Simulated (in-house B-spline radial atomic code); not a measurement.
# RPA and G0W0 on LDA VWN5: Xe3+

Configuration [Kr] 4d10 5s2 5p3, highest spin, mean-field start LDA VWN5. Computed with a B-spline radial code for spherical atoms: all electrons, non-relativistic, point nucleus, each spin shell either full or empty, empty states to l = 9 with an (l + 1/2)⁻⁴ tail; G0W0 by contour deformation at full frequency.

Without relativity these are model numbers: it shifts the levels of so heavy an element strongly and can reorder them.

Command:
```bash
python run_gw.py task.json out
```
Settings (radii: box in bohr, nucleus in fm):
```
Z                        54
electrons                51
configuration            [Kr] 4d10 5s2 5p3
hamiltonian              nr
method                   lda,vwn
lmax                     9
spin_polarised           True
box_radius               14.14
intervals                53
```

Run time, properties included: 4.9 s on 1 thread of Intel(R) Xeon(R) Platinum 8375C CPU @ 2.90GHz (shared host).

Energies (hartree):

| term | value |
| --- | --- |
| mean-field total | -7226.47931 |
| Hartree-Fock functional on these orbitals | -7229.85718 |
| direct second order | -4.5749 |
| second-order exchange | 1.2501 |
| SOSEX correction | 1.1598 |

(1) What is the RPA correlation energy, and what remains with SOSEX?

Quasi-particle levels (eV):

```csv
level,occupied,mean field,Σx - vxc,Σc,QP weight,G0W0
5p up,yes,-37.94,-4.93,?,?,?
5s down,yes,-46.91,-2.17,-2.76,0.935,-51.84
4d down,yes,-95.09,-12.57,2.62,0.856,-105.04
5p down,no,-35.57,7.47,-2.87,0.927,-30.97
```

G0W0 = mean field + (Σx - vxc) + Σc, with Σc (partial-wave tail included) taken at the quasi-particle energy. Only the outer levels were computed. Levels of low weight are left out.

(2) Where does G0W0 put 5p up?

Answers

(1) RPA gives -3.991 hartree (-2.13 eV per electron); RPA + SOSEX gives -2.8312, and the second-order doubles -3.3247 hartree (no singles). SOSEX takes back 29 % of the RPA value.

(2) At -43.40 eV, with Σc = -0.53 eV and a quasi-particle weight of 0.928. The tabulated removal energy is 42.2 ± 0.2 eV (NIST, measured); the calculation leaves out relativity, Breit and QED terms, and what these don't explain is the method's own error.
